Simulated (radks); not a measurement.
Values are calculated unless marked as measured or tabulated.
Species: the iron ion Fe14+. Configuration: [Ne] 3s2.

Code: a radial shooting solver on a logarithmic mesh with Libxc functionals. Model: scalar-relativistic Kohn-Sham, r2SCAN, spin-polarised, spherical densities, finite nucleus; meta-GGA in the generalised Kohn-Sham scheme; Fermi nuclear charge, rms radius 3.7377 fm.

Energy parts (eV):
| part | energy |
|---|---|
| total | -32206.262 |
| kinetic | 32632.437 |
| electron-nucleus | -71160.951 |
| Hartree | 7493.921 |
| exchange-correlation | -1171.670 |

Orbitals (lengths in bohr, moments of r in powers of bohr):
| orbital | occ. | eigenvalue (eV) | <r^4> | <1/r> |
|---|---|---|---|---|
| 1s | 2 | -7471.861 | 0.00005434 | 25.98 |
| 2s | 2 | -1255.767 | 0.01142 | 5.644 |
| 2p | 6 | -1134.910 | 0.008594 | 5.520 |
| 3s | 2 | -441.9224 | 0.4122 | 2.106 |
| 3p | 0 | -404.6606 | 0.4214 | 2.034 |
| 4s | 0 | -210.4399 | 4.934 | 1.144 |

The highest occupied level is 3s at -441.92 eV. The electron density at the nucleus is 1.532e+04 e/bohr^3 (large components only). For comparison, the ionisation energy in NIST's Atomic Spectra Database is 456.2 eV (measured). In exact Kohn-Sham theory the highest level is minus the ionisation energy, but local and semilocal functionals leave it too shallow, through self-interaction and a potential that decays too fast; potentials with the right tail come closer. Summed over all electrons, <r^2> = 1.627 bohr^2, which gives a Langevin (diamagnetic) susceptibility term of -1.29 x 10^-6 cm^3/mol.
